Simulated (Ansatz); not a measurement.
Sn₃H₈: single points at one geometry.

```yaml
crystal:
  periodic: [false, false, false]
  atoms:
    - {symbol: Sn, position_ang: [-1.658263, 0.340464, -1.617030]}
    - {symbol: H, position_ang: [-1.017249, -0.515176, -2.957175]}
    - {symbol: H, position_ang: [-3.365846, 0.180738, -1.631750]}
    - {symbol: H, position_ang: [-1.265209, 1.999238, -1.798650]}
    - {symbol: Sn, position_ang: [-0.573964, -0.631257, 0.753275]}
    - {symbol: H, position_ang: [-0.693999, -2.344131, 0.780875]}
    - {symbol: H, position_ang: [-1.483699, -0.030526, 2.080462]}
    - {symbol: Sn, position_ang: [2.086108, 0.122862, 1.054872]}
    - {symbol: H, position_ang: [2.744102, -0.481940, 2.518773]}
    - {symbol: H, position_ang: [3.022039, -0.473066, -0.251809]}
    - {symbol: H, position_ang: [2.205990, 1.832802, 1.068146]}
basis:
  gaussian: {orbitals: def2-SVP, initial_orbitals: start.molden}
hamiltonian: {xc: pbe, dispersion: d4}
scf: {omitted_lower_state_checks: [starts]}
output: {orbitals: {seedname: orbitals}}
```

The file start.molden holds the orbitals of an earlier run on this structure, at another level or in another basis.

```sh
$ ansatz run in.yaml --threads 4 --pin off --events-out ev --progress --plain --max-ram 3916MiB
```

Shortened log:

```
Functional definition: PBE
1337 factors; their error is unknown
mean field evaluation 1: about -17622.2737 eV, gradient 3.9e1 eV
mean field evaluation 2: about -17622.6346 eV, gradient 6.4e-1 eV
mean field evaluation 4: about -17622.6256 eV, gradient 7.0e-2 eV
mean field -17622.62565176 eV, -647.6195476574 hartree, gradient 2.0e-5 eV, S^2 0.000000; 0 other end points of the search recorded, 0 dependent functions left out
reference -17622.62571013 eV, -647.6195498025 hartree; 37, 37 occupied and 81, 81 virtual orbitals, 1337 factors
Total energy: -17622.88698993 eV, -647.6291516581 hartree
Checks for a lower state left out: starts
```

It took 1.1 s on 4 threads of Arm Neoverse V2 on a shared host.

First input, but with `gaussian: {orbitals: def2-TZVP, initial_orbitals: start.molden}`, `hamiltonian: {xc: {name: B97M-V}}` (abridged; 11 s):

```
Functional definition: B97M-V
mean field -17624.68020912 eV, -647.6950512477 hartree, gradient 1.1e-5 eV, S^2 0.000000
Total energy: -17624.68032093 eV, -647.6950553570 hartree
Checks for a lower state left out: starts
```

As the first input, with `gaussian: {orbitals: def2-TZVP, initial_orbitals: start.molden}`, `hamiltonian: {xc: pbe}`, `correlation: {method: rpa}` and without the key `output` (abridged; 7 s):

```
Functional definition: PBE
mean field -17623.44792673 eV, -647.6497657054 hartree, gradient 6.8e-6 eV, S^2 0.000000
12 core orbitals not correlated: weight in the atoms' cores, before any rotation towards them, 1.000 or more for the frozen orbitals, at most 0.000 for the correlated occupied ones
Total energy: -17581.08221652 eV, -646.0928545717 hartree
Checks for a lower state left out: starts
```

First input, but with `hamiltonian: {xc: pbe0, dispersion: d4}` (abridged; 1.9 s):

```
Functional definition: PBE0
mean field -17623.91068255 eV, -647.6667716681 hartree, gradient 1.5e-5 eV, S^2 0.000000
Total energy: -17624.13939306 eV, -647.6751766241 hartree
Checks for a lower state left out: starts
```

The first input with `gaussian: {orbitals: def2-TZVPD, initial_orbitals: start.molden}`, `hamiltonian: {xc: r2scan, dispersion: d4}` (abridged; 6.5 s):

```
Functional definition: r2SCAN
mean field -17630.81115731 eV, -647.9203594383 hartree, gradient 6.4e-6 eV, S^2 0.000000
Total energy: -17630.87326492 eV, -647.9226418508 hartree
Checks for a lower state left out: starts
```

The first input with `gaussian: {orbitals: def2-TZVP, initial_orbitals: start.molden}`, `hamiltonian: {xc: {name: r2SCANh}, dispersion: d4}` (abridged; 5.5 s):

```
Functional definition: r2SCANh
mean field -17629.89751975 eV, -647.8867838773 hartree, gradient 7.5e-5 eV, S^2 0.000000
Total energy: -17629.96691273 eV, -647.8893340221 hartree
Checks for a lower state left out: starts
```

As the first input, with `gaussian: {orbitals: STO-3G}`, `hamiltonian: {xc: hf}` (abridged; 0.95 s):

```
Functional definition: HF
mean field -486937.82969897 eV, -17894.6351831217 hartree, gradient 8.0e-5 eV, S^2 0.000000
Total energy: -486937.82969897 eV, -17894.6351831217 hartree
Checks for a lower state left out: starts
```

Geometry: PBE0-D4/def2-SVP.

In the def2 sets Sn takes a core potential, while STO-3G treats all electrons; there is no spin–orbit coupling. Correlated methods freeze 12 core orbitals; core or outer-core shells of Sn are correlated, in sets that lack core-valence functions.
